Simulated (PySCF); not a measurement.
PBE0 on Ga⁻ (gallium, charge -1), [Ar] 3d10 4s2 4p2, high-spin 3P determinant. Computed with PySCF 2.14 in aug-cc-pwCVTZ-PP with ECP10MDF (8s7p6d4f1g, 96 functions), with scalar relativity through the core potential.

```
cycle= 1 E= -259.436487510406  delta_E= -0.0159  |g|= 0.0646  |ddm|= 0.594
cycle= 2 E= -259.436137795434  delta_E= 0.00035  |g|= 0.102  |ddm|= 0.176
cycle= 3 E= -259.437209547298  delta_E= -0.00107  |g|= 0.00342  |ddm|= 0.0557
cycle= 4 E= -259.437216854568  delta_E= -7.31e-06  |g|= 0.00189  |ddm|= 0.0166
cycle= 5 E= -259.43722061197  delta_E= -3.76e-06  |g|= 0.000805  |ddm|= 0.01
cycle= 6 E= -259.437220948474  delta_E= -3.37e-07  |g|= 2.61e-05  |ddm|= 0.00266
cycle= 7 E= -259.437220949507  delta_E= -1.03e-09  |g|= 2.77e-06  |ddm|= 0.000362
cycle= 8 E= -259.437220949537  delta_E= -2.92e-11  |g|= 5.28e-07  |ddm|= 6.13e-05
converged SCF energy = -259.437220949537  <S^2> = 2.0029478  2S+1 = 3.0019645
```

Highest occupied orbital energy: 0.843 eV; ⟨L²⟩ = 2.01; populations by l: s 4.00, p 8.00, d 10.00, f 0.00.

**Question.** Can this result be used?

**Answer.** With care. Self-consistency was reached. Energies and moments cover only the electrons outside the core potential. At PBE0 the highest occupied level has a positive energy, so only the finite basis holds that electron; in a semilocal or global hybrid functional this comes from self-interaction and does not mean that the real anion is unbound.
